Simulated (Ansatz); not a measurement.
`[CH3][GeH]([NH2])[OH]` + H–F → `[CH3][GeH]([NH2])[F]` + H₂O at 400 K and 1 bar (ligand exchange at a Ge–O bond).

Calculated with Ansatz (gas phase, PBE0-D4/def2-TZVP geometries, no zero-point term in ΔE). CBS: MP2 limit from def2 TZ/QZ plus the TZ coupled-cluster correction, frozen cores. This one scheme is used for every species. For Ge outer-core shells are correlated without core-valence functions, which leaves a few kJ/mol of doubt a bond. Scalar relativity is left out up to krypton. Each species was taken in one conformer, which may not be the lowest.

```csv
species,CCSD(T)/CBS energy (Eh),H − E (kJ/mol),S (J/(mol·K))
`[CH3][GeH]([NH2])[OH]`,-2248.30725,255.4,382.3
H–F,-100.39570,36.5,182.2
`[CH3][GeH]([NH2])[F]`,-2272.33936,223.4,369.4
H₂O,-76.37941,69.8,198.6
```

H − E and S are ideal-gas, rigid-rotor, harmonic terms from PBE0-D4/def2-TZVP, for one conformer and one mirror image of each species. 1 Eh = 2625.50 kJ/mol, R = 8.31446 J/(mol·K).

Task: By hand: ΔE, ΔH, ΔS and ΔG.

Result: ΔE = (-2272.33936) + (-76.37941) − (-2248.30725) − (-100.39570) = -0.01582 Eh = -41.5 kJ/mol. Δ(H − E) = 223.4 + 69.8 − 255.4 − 36.5 = 1.3, so ΔH = -40.2 kJ/mol. ΔS = 369.4 + 198.6 − 382.3 − 182.2 = 3.5 J/(mol·K). ΔG = -40.2 − 400 × (3.5)/1000 = -41.6 kJ/mol.

Task: By hand: the equilibrium constant, and the temperature at which ΔG would vanish if ΔH and ΔS stayed fixed.

Result: log₁₀ K = −ΔG/(RT ln 10) = 5.4. ΔH and −TΔS have one sign here, so there is no such temperature.

The number of gas molecules stays the same, so ΔS is small and ΔH decides. A doubt of 5 kJ/mol in ΔE shifts log₁₀ K by 0.7 here. Other conformers and mirror images would add mixing entropy, several J/(mol·K) or more a flexible species. These are equilibria of isolated gas molecules and say nothing of rates. Largest T1 diagnostic: 0.011 (customary marks: 0.02 for closed shells, 0.045 for open ones).

ΔS is within the doubt of such terms, so its sign, and with it that verdict, could turn.
